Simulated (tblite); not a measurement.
Record of a relaxation.

Compound: C₅H₁₄BNSi.
Numbering: `[BH3-:1][N@+:2]1([CH3:3])[CH2:4][C:5](=[CH2:6])[CH2:7][SiH2:8]1` (hydrogens: H9, H10, H11 on B1; H12, H13, H14 on C3; H15, H16 on C4; H17, H18 on C6; H19, H20 on C7; H21, H22 on Si8)
Bond orders are those of one Lewis drawing.

Computed with GFN2-xTB (tblite), gas phase: L-BFGS steps from a force-field or distance-geometry start until the largest atomic force falls under 0.01 eV/Å. 9 of its 158 geometries are shown.

Step 0: E = -644.6432 eV, largest atomic force 2.747 eV/Å
```
atom  x, y, z in Å  |  force x, y, z in eV/Å
B1     -1.629   -1.210   -0.581   -2.270  -1.033  -0.963
N2     -0.825   -0.006   -0.068    0.919  -0.672   1.461
C3     -1.703    1.075    0.207   -1.635   0.778   1.621
C4      0.218    0.249   -1.010    1.050   0.169  -1.429
C5      1.527    0.327   -0.309    1.968   1.779  -0.711
C6      2.480    1.251   -0.554   -0.348  -0.938   0.762
C7      1.687   -0.747    0.697    0.285   0.026   0.438
Si8    -0.016   -0.582    1.463   -0.139  -0.694   0.288
H9     -1.016   -1.896   -1.315    0.337  -0.521   0.077
H10    -2.534   -0.730   -1.213   -0.069  -0.125  -0.365
H11    -2.148   -1.834    0.300    0.101  -0.025   0.177
H12    -1.483    1.426    1.250   -0.350   0.539  -0.963
H13    -2.769    0.674    0.274    1.207   0.758  -0.361
H14    -1.622    1.896   -0.521   -0.199  -0.335   0.317
H15     0.028    1.139   -1.651    0.053  -0.531   0.369
H16     0.273   -0.666   -1.652    0.073   0.882   0.014
H17     3.427    1.219    0.029   -0.868   0.181  -0.727
H18     2.337    2.019   -1.299    0.176  -0.041   0.155
H19     1.791   -1.690    0.147    0.280   0.090   0.475
H20     2.510   -0.536    1.419   -0.424  -0.485  -0.836
H21     0.011    0.490    2.458   -0.105   0.088   0.025
H22    -0.554   -1.847    1.927   -0.042   0.108   0.174
```

Step 20: E = -645.4798 eV, largest atomic force 0.413 eV/Å
```
atom  x, y, z in Å  |  force x, y, z in eV/Å
B1     -1.789   -1.283   -0.646    0.164  -0.023  -0.007
N2     -0.826   -0.081   -0.009    0.322   0.056   0.106
C3     -1.694    1.071    0.246    0.047  -0.021   0.017
C4      0.250    0.285   -0.970   -0.093   0.032  -0.009
C5      1.587    0.374   -0.291   -0.083  -0.301  -0.271
C6      2.496    1.291   -0.568   -0.033   0.014   0.067
C7      1.733   -0.738    0.695   -0.112  -0.001   0.116
Si8     0.000   -0.704    1.493    0.034  -0.005  -0.008
H9     -1.045   -2.140   -1.035   -0.049   0.044   0.055
H10    -2.415   -0.770   -1.516    0.029  -0.024  -0.118
H11    -2.478   -1.666    0.252   -0.021   0.052   0.017
H12    -1.338    1.653    1.103   -0.188   0.055  -0.130
H13    -2.714    0.729    0.403    0.092   0.014   0.253
H14    -1.705    1.709   -0.634   -0.140   0.102  -0.002
H15     0.030    1.246   -1.446   -0.065  -0.183  -0.094
H16     0.274   -0.492   -1.750    0.052   0.187   0.197
H17     3.457    1.287   -0.089    0.062   0.069   0.038
H18     2.308    2.067   -1.286    0.054   0.071  -0.068
H19     1.899   -1.672    0.144   -0.028   0.092   0.185
H20     2.570   -0.575    1.373   -0.055  -0.091  -0.059
H21    -0.089    0.382    2.502    0.013  -0.171  -0.165
H22    -0.522   -1.951    2.029    0.000   0.032  -0.120
```

Step 39: E = -645.6583 eV, largest atomic force 0.130 eV/Å
```
atom  x, y, z in Å  |  force x, y, z in eV/Å
B1     -1.762   -1.255   -0.671    0.050   0.099   0.068
N2     -0.820   -0.052    0.000   -0.039  -0.031   0.010
C3     -1.686    1.087    0.290    0.079   0.004  -0.011
C4      0.239    0.305   -0.969    0.009   0.024  -0.001
C5      1.584    0.377   -0.308    0.035   0.016   0.004
C6      2.495    1.299   -0.569   -0.019  -0.007   0.008
C7      1.724   -0.722    0.700   -0.036   0.017   0.006
Si8    -0.016   -0.753    1.467   -0.031  -0.039  -0.004
H9     -1.038   -2.205   -0.723    0.005  -0.075  -0.097
H10    -2.109   -0.867   -1.743    0.009   0.031   0.018
H11    -2.670   -1.428    0.081   -0.004  -0.010   0.023
H12    -1.153    1.883    0.816    0.093   0.053  -0.034
H13    -2.511    0.756    0.917    0.020  -0.013  -0.047
H14    -2.098    1.491   -0.637   -0.023  -0.098   0.059
H15     0.009    1.243   -1.472   -0.111   0.065  -0.020
H16     0.262   -0.479   -1.729    0.034  -0.038  -0.013
H17     3.454    1.303   -0.076   -0.035   0.006  -0.020
H18     2.329    2.072   -1.302    0.009  -0.027   0.037
H19     1.919   -1.661    0.175   -0.030   0.007   0.027
H20     2.556   -0.552    1.379   -0.042   0.012   0.028
H21    -0.169    0.233    2.551    0.015  -0.036  -0.068
H22    -0.552   -2.056    1.822    0.012   0.044   0.028
```

Step 59: E = -645.6851 eV, largest atomic force 0.038 eV/Å
```
atom  x, y, z in Å  |  force x, y, z in eV/Å
B1     -1.772   -1.241   -0.689    0.008   0.013   0.010
N2     -0.814   -0.075   -0.012    0.027  -0.013  -0.016
C3     -1.649    1.082    0.290    0.019  -0.026  -0.003
C4      0.242    0.286   -0.980    0.010  -0.002  -0.009
C5      1.578    0.378   -0.301   -0.014   0.012   0.002
C6      2.482    1.309   -0.552    0.009   0.005   0.007
C7      1.717   -0.714    0.718   -0.003   0.011  -0.013
Si8    -0.029   -0.773    1.460    0.004   0.000  -0.004
H9     -1.058   -2.190   -0.848   -0.021  -0.002   0.007
H10    -2.174   -0.792   -1.719   -0.009   0.005   0.001
H11    -2.641   -1.457    0.099   -0.016  -0.010   0.006
H12    -1.053    1.918    0.666   -0.001   0.016  -0.007
H13    -2.386    0.802    1.040   -0.014   0.011   0.007
H14    -2.186    1.390   -0.606    0.006   0.016  -0.014
H15    -0.012    1.216   -1.492   -0.010  -0.017   0.011
H16     0.285   -0.504   -1.735    0.008  -0.009   0.019
H17     3.432    1.326   -0.046    0.005   0.005   0.007
H18     2.321    2.077   -1.290   -0.011  -0.005   0.004
H19     1.937   -1.653    0.205    0.011   0.003   0.015
H20     2.526   -0.523    1.419   -0.007   0.001  -0.023
H21    -0.192    0.223    2.528    0.000   0.012   0.018
H22    -0.564   -2.065    1.843   -0.001  -0.028  -0.025
```

Step 78: E = -645.6952 eV, largest atomic force 0.097 eV/Å
```
atom  x, y, z in Å  |  force x, y, z in eV/Å
B1     -1.843   -1.207   -0.663    0.022  -0.044  -0.061
N2     -0.804   -0.095   -0.017    0.037  -0.041  -0.047
C3     -1.588    1.103    0.264    0.088  -0.028  -0.029
C4      0.261    0.214   -0.996   -0.029  -0.014  -0.007
C5      1.579    0.390   -0.296   -0.089   0.013   0.018
C6      2.438    1.369   -0.524    0.001  -0.049  -0.010
C7      1.741   -0.682    0.739   -0.004  -0.013  -0.017
Si8    -0.020   -0.827    1.444   -0.034   0.020  -0.042
H9     -1.192   -2.188   -0.887    0.008   0.014   0.062
H10    -2.280   -0.729   -1.664   -0.007   0.038  -0.006
H11    -2.677   -1.395    0.169   -0.013  -0.019   0.003
H12    -0.948    1.927    0.590   -0.005   0.036   0.066
H13    -2.326    0.882    1.032    0.025   0.021   0.008
H14    -2.122    1.396   -0.640   -0.008   0.033   0.034
H15    -0.010    1.092   -1.586   -0.001  -0.045   0.011
H16     0.331   -0.640   -1.677    0.031   0.043   0.026
H17     3.373    1.420    0.009   -0.015   0.058  -0.005
H18     2.265    2.130   -1.267   -0.006  -0.046   0.022
H19     2.014   -1.613    0.239    0.016  -0.039  -0.002
H20     2.525   -0.459    1.457   -0.004   0.045  -0.012
H21    -0.235    0.102    2.561   -0.025  -0.011  -0.022
H22    -0.494   -2.173    1.714    0.013   0.029   0.009
```

Step 98: E = -645.7312 eV, largest atomic force 0.058 eV/Å
```
atom  x, y, z in Å  |  force x, y, z in eV/Å
B1     -1.977   -1.129   -0.642   -0.002   0.005  -0.019
N2     -0.784   -0.164   -0.063   -0.009  -0.020  -0.006
C3     -1.346    1.145    0.257   -0.003   0.000   0.003
C4      0.289    0.018   -1.053    0.008  -0.005   0.016
C5      1.535    0.391   -0.305    0.023  -0.013   0.001
C6      2.257    1.479   -0.502   -0.005   0.015  -0.025
C7      1.756   -0.603    0.797   -0.001   0.004   0.003
Si8    -0.026   -0.964    1.375   -0.013  -0.029   0.001
H9     -1.455   -2.171   -0.919    0.001   0.014  -0.005
H10    -2.443   -0.586   -1.595    0.003   0.030  -0.016
H11    -2.755   -1.247    0.259   -0.007  -0.001  -0.004
H12    -0.569    1.835    0.597    0.005   0.031  -0.006
H13    -2.097    1.040    1.035   -0.050  -0.015   0.006
H14    -1.831    1.555   -0.629    0.005  -0.005   0.022
H15    -0.003    0.761   -1.796   -0.007   0.005  -0.001
H16     0.431   -0.936   -1.564    0.023  -0.016  -0.011
H17     3.115    1.706    0.108    0.023  -0.009  -0.004
H18     2.038    2.180   -1.290   -0.022  -0.011  -0.028
H19     2.205   -1.504    0.374    0.001  -0.016   0.013
H20     2.440   -0.232    1.556   -0.004   0.029   0.019
H21    -0.448   -0.176    2.533    0.026  -0.020   0.048
H22    -0.344   -2.379    1.466    0.003   0.027  -0.007
```

Step 118: E = -645.7419 eV, largest atomic force 0.049 eV/Å
```
atom  x, y, z in Å  |  force x, y, z in eV/Å
B1     -1.996   -1.090   -0.673   -0.015   0.013   0.011
N2     -0.784   -0.180   -0.044   -0.006   0.007   0.015
C3     -1.319    1.136    0.293    0.000   0.001   0.009
C4      0.288   -0.019   -1.035    0.008   0.004   0.021
C5      1.531    0.389   -0.302    0.022   0.010   0.009
C6      2.240    1.474   -0.559    0.010  -0.010  -0.012
C7      1.759   -0.559    0.840   -0.009   0.006  -0.002
Si8    -0.020   -1.002    1.378   -0.045   0.008  -0.018
H9     -1.503   -2.141   -0.962    0.001  -0.016  -0.007
H10    -2.406   -0.500   -1.625   -0.018  -0.008  -0.008
H11    -2.809   -1.202    0.197    0.009   0.008   0.006
H12    -0.536    1.811    0.650    0.016  -0.021   0.024
H13    -2.086    1.032    1.055   -0.002  -0.007   0.009
H14    -1.782    1.573   -0.591   -0.021  -0.003  -0.026
H15    -0.010    0.694   -1.804   -0.013   0.013  -0.005
H16     0.439   -0.991   -1.513    0.023   0.004  -0.021
H17     3.104    1.748    0.024   -0.016  -0.031  -0.006
H18     1.996    2.124   -1.383    0.012  -0.002  -0.003
H19     2.275   -1.446    0.466    0.016   0.000   0.018
H20     2.389   -0.125    1.614    0.011   0.005  -0.005
H21    -0.447   -0.286    2.581   -0.020   0.003   0.004
H22    -0.333   -2.421    1.393    0.037   0.015  -0.011
```

Step 137: E = -645.7506 eV, largest atomic force 0.049 eV/Å
```
atom  x, y, z in Å  |  force x, y, z in eV/Å
B1     -2.024   -1.065   -0.687   -0.024   0.002   0.011
N2     -0.792   -0.194   -0.042   -0.006   0.017   0.024
C3     -1.307    1.120    0.334    0.005  -0.006  -0.001
C4      0.282   -0.024   -1.029   -0.012   0.016   0.013
C5      1.526    0.402   -0.307    0.008   0.027   0.007
C6      2.285    1.433   -0.640   -0.016  -0.018   0.010
C7      1.734   -0.475    0.897    0.033   0.014  -0.023
Si8    -0.030   -1.034    1.366   -0.043   0.002   0.011
H9     -1.562   -2.120   -1.009    0.018   0.016   0.008
H10    -2.432   -0.441   -1.619    0.001  -0.015   0.001
H11    -2.835   -1.179    0.185    0.028  -0.004   0.006
H12    -0.517    1.768    0.726   -0.011  -0.029  -0.015
H13    -2.084    0.998    1.085   -0.002   0.013   0.003
H14    -1.757    1.595   -0.537    0.010  -0.002  -0.017
H15    -0.029    0.681   -1.801    0.005   0.022  -0.017
H16     0.449   -0.994   -1.507   -0.004   0.009   0.005
H17     3.161    1.700   -0.071   -0.040  -0.009  -0.023
H18     2.072    2.041   -1.504    0.012  -0.042   0.023
H19     2.334   -1.338    0.604    0.041  -0.026  -0.008
H20     2.294    0.040    1.675   -0.008   0.010   0.027
H21    -0.559   -0.418    2.584    0.014  -0.018  -0.025
H22    -0.219   -2.475    1.296   -0.008   0.019  -0.020
```

Step 157: E = -645.7547 eV, largest atomic force 0.006 eV/Å
```
atom  x, y, z in Å  |  force x, y, z in eV/Å
B1     -2.037   -1.056   -0.679    0.002  -0.002  -0.002
N2     -0.798   -0.191   -0.042    0.000  -0.001  -0.006
C3     -1.301    1.122    0.349   -0.003   0.000  -0.001
C4      0.275   -0.015   -1.025    0.000  -0.001  -0.004
C5      1.524    0.404   -0.305   -0.003   0.002   0.001
C6      2.315    1.392   -0.684    0.002  -0.001  -0.001
C7      1.716   -0.427    0.936   -0.002   0.000   0.004
Si8    -0.039   -1.063    1.345    0.003  -0.002   0.000
H9     -1.565   -2.092   -1.047   -0.002   0.004   0.002
H10    -2.485   -0.414   -1.579    0.001   0.001   0.002
H11    -2.814   -1.212    0.217    0.002  -0.002   0.002
H12    -0.505    1.753    0.755   -0.001   0.001  -0.001
H13    -2.086    1.002    1.093    0.000  -0.001  -0.001
H14    -1.737    1.614   -0.520    0.002   0.000   0.003
H15    -0.030    0.697   -1.794    0.001  -0.002   0.002
H16     0.442   -0.982   -1.511   -0.004  -0.001   0.002
H17     3.197    1.660   -0.128    0.004  -0.001   0.003
H18     2.124    1.960   -1.579   -0.003   0.004  -0.002
H19     2.389   -1.256    0.709    0.001   0.000   0.000
H20     2.195    0.149    1.726    0.004   0.000   0.000
H21    -0.611   -0.523    2.576   -0.003  -0.001   0.001
H22    -0.179   -2.502    1.187   -0.001   0.004  -0.001
```

Question: Summarise the path.

Answer: The energy falls by 25.63 kcal/mol from step 0 to step 157; nine tenths of that is first reached at step 36. It never rises by more than 0.2 meV. The largest force goes from 2.747 to 0.006 eV/Å. Among the bonds B1–N2 changes most, from 1.535 to 1.639 Å; the atoms move by 0.672 Å rms after alignment.

The cost below is that of the whole relaxation. Hardware: an Arm Neoverse N1 with one thread (shared host). Cost: 2.3 s.
